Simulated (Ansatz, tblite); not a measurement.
Cost and result up the ladder for SiCl(vinyl)3 (C6H9ClSi) (17 atoms). Total charge 0; singlet. Geometry: PBE-D4/def2-SVP.

Cartesian coordinates in Å:
```
Si 0.0029 -0.0481 -0.0125
Cl 0.1489 -2.0514 -0.6250
C 1.1345 0.9882 -1.0912
C 1.8828 0.5146 -2.1064
H 1.1821 2.0721 -0.8664
H 1.8749 -0.5563 -2.3739
H 2.5324 1.1715 -2.7109
C 0.5279 0.0655 1.7844
C 0.9571 -0.9697 2.5321
H 0.4773 1.0669 2.2559
H 1.0270 -1.9890 2.1144
H 1.2556 -0.8453 3.5878
C -1.7777 0.5070 -0.2105
C -2.7859 -0.2700 -0.6519
H -2.0050 1.5574 0.0589
H -2.6168 -1.3233 -0.9350
H -3.8180 0.1099 -0.7498
```

Ansatz on 4 threads of Intel Xeon 6975P-C on a shared host; xTB runs through tblite on one thread. Times are rough, summed over both states, and most runs start from the orbitals of an earlier one. PBE0-D4/def2-TZVP serves as the yardstick here, not as an exact answer. The other state is a triplet.

The xTB rows come from tblite.

xTB has no spin-polarisation term.

| level | functions | wall time |
| --- | --- | --- |
| GFN1-xTB | 60 | 0.032 s |
| GFN2-xTB | 51 | 0.033 s |
| PBE-D4/def2-TZVP | 314 | 8.1 s |
| r2SCAN-D4/def2-TZVP | 314 | 13 s |
| PBE0-D4/def2-TZVP (with forces) | 314 | 19 s |

Problem. Estimate what each level gives for the vertical triplet (eV).

Solution. 
```
                          level  vertical triplet (eV)  difference from PBE0-D4/def2-TZVP (eV)
                       GFN1-xTB                   4.07                                    0.12
                       GFN2-xTB                   4.02                                    0.07
               PBE-D4/def2-TZVP                   4.07                                    0.12
            r2SCAN-D4/def2-TZVP                   3.81                                   -0.14
PBE0-D4/def2-TZVP (with forces)                   3.95                                    0.00
```
